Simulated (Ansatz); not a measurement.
`C[O][Cd][OH]` + H–F → `[OH][Cd][F]` + CH₃OH at 400 K and 1 bar (ligand exchange at a Cd–O bond).

Calculated with Ansatz (gas phase, PBE0-D4/def2-TZVP geometries, no zero-point term in ΔE). CCSD(T)/CBS adds triple-zeta CCSD(T) − MP2 to the extrapolated MP2 energy (def2 sets, frozen cores). This one scheme is used for every species. Elements past krypton have def2 core potentials. For Cd outer-core shells are correlated without core-valence functions, which leaves a few kJ/mol of doubt a bond. Each species was taken in one conformer, which may not be the lowest.

```json
{"species": "`C[O][Cd][OH]`", "CCSD(T)/CBS energy (Eh)": "-358.50510", "H − E (kJ/mol)": "170.2", "S (J/(mol·K))": "373.2"}
{"species": "H–F", "CCSD(T)/CBS energy (Eh)": "-100.39570", "H − E (kJ/mol)": "36.5", "S (J/(mol·K))": "182.2"}
{"species": "`[OH][Cd][F]`", "CCSD(T)/CBS energy (Eh)": "-343.29729", "H − E (kJ/mol)": "57.9", "S (J/(mol·K))": "305.7"}
{"species": "CH₃OH", "CCSD(T)/CBS energy (Eh)": "-115.61712", "H − E (kJ/mol)": "151.2", "S (J/(mol·K))": "252.6"}
```

H − E and S are ideal-gas, rigid-rotor, harmonic terms from PBE0-D4/def2-TZVP, for one conformer and one mirror image of each species. 1 Eh = 2625.50 kJ/mol, R = 8.31446 J/(mol·K).

Q: By hand: ΔE, ΔH, ΔS and ΔG.

A: ΔE = (-343.29729) + (-115.61712) − (-358.50510) − (-100.39570) = -0.01361 Eh = -35.7 kJ/mol. Δ(H − E) = 57.9 + 151.2 − 170.2 − 36.5 = 2.4, so ΔH = -33.3 kJ/mol. ΔS = 305.7 + 252.6 − 373.2 − 182.2 = 2.9 J/(mol·K). ΔG = -33.3 − 400 × (2.9)/1000 = -34.5 kJ/mol.

Q: By hand: the equilibrium constant, and the temperature at which ΔG would vanish if ΔH and ΔS stayed fixed.

A: log₁₀ K = −ΔG/(RT ln 10) = 4.5. ΔH and −TΔS have one sign here, so there is no such temperature. One of them is within its doubt of zero, so this could turn.

The number of gas molecules stays the same, so ΔS is small and ΔH decides. A doubt of 5 kJ/mol in ΔE shifts log₁₀ K by 0.7 here. Other conformers and mirror images would add mixing entropy, several J/(mol·K) or more a flexible species. These are equilibria of isolated gas molecules and say nothing of rates. Largest T1 diagnostic: 0.017 (customary marks: 0.02 for closed shells, 0.045 for open ones).
